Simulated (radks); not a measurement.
Problem. These are the eigenvalues of the occupied orbitals of an atom or ion with whole-number occupations (hartree). All-electron calculation, non-relativistic Kohn-Sham, PBE, spin-unpolarised, spherical densities, point nucleus. Program: a radial shooting solver on a logarithmic mesh with Libxc functionals.

orbital  eigenvalue
1s        -298.4845
2s        -35.38238
2p        -30.88737
3s         -3.97080
3p         -2.59856
3d         -0.33873
4s         -0.20298

Which element is it, and in what charge state? The configuration may be excited.

Solution. Z = 28, nickel, charge 0: Ni in [Ar] 3d8 4s2. The list shows which subshells hold electrons but not how many an open one holds; the 1s level, -298.48 hartree, gives Z - s = 24.4 by -(Z - s)^2/2, which with screening narrows Z to a few neighbours, and the depths of the outer levels then fix element, charge and occupations together.
